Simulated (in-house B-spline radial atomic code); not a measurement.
Ionising the gallium ion Ga⁴⁺ with different functionals

Computed with an all-electron radial atomic-structure program (B-spline basis): four-component Dirac-Coulomb Hamiltonian, Fermi nucleus of rms radius 3.9973 fm, spin-restricted, spherical fractional occupations for the functionals. The ionisation energy is the difference of two self-consistent energies, [Ar] 3d9 → [Ar] 3d8, without Breit or QED terms; ε is the level of the shell that loses the electron (mean over j). The electron is taken from both j subshells in proportion to 2j + 1, so the result is a j average, not the step between ground levels.

Hybrids are left out here: with spherical fractional occupations of an open shell their exact exchange keeps a self-interaction that integer-occupation calculations don't have.

| method | rung | ΔSCF (eV) | -ε(3d) (eV) |
| --- | --- | --- | --- |
| LDA VWN5 | LDA | 88.69 | 76.06 |
| relativistic LDA | LDA | 88.70 | 76.07 |
| LDA PW92 | LDA | 88.68 | 76.05 |
| LDA exchange-only | LDA | 86.70 | 74.11 |
| PBE | GGA | 88.35 | 75.70 |
| PBEsol | GGA | 88.31 | 75.67 |
| BLYP | GGA | 88.29 | 75.66 |
| RPBE | GGA | 88.25 | 75.60 |
| PW91 | GGA | 88.49 | 75.84 |
| BP86 | GGA | 88.40 | 75.76 |
| AM05 | GGA | 88.34 | 75.70 |
| OLYP | GGA | 88.79 | 76.09 |

Q: How do they compare with the NIST value?

A: NIST lists 86.0 eV ± 0.12 (semi-empirical, ground level to ground level). Errors run from +0.69 to +2.78 eV. The correlated functionals all miss on the same side by more than they spread, so the cause is common to them (Breit-QED terms, spin polarisation, the choice among j levels, multiplet and fine-structure energies, or a listed next ion that isn't the cheapest removal here) and closeness doesn't rank the functionals.
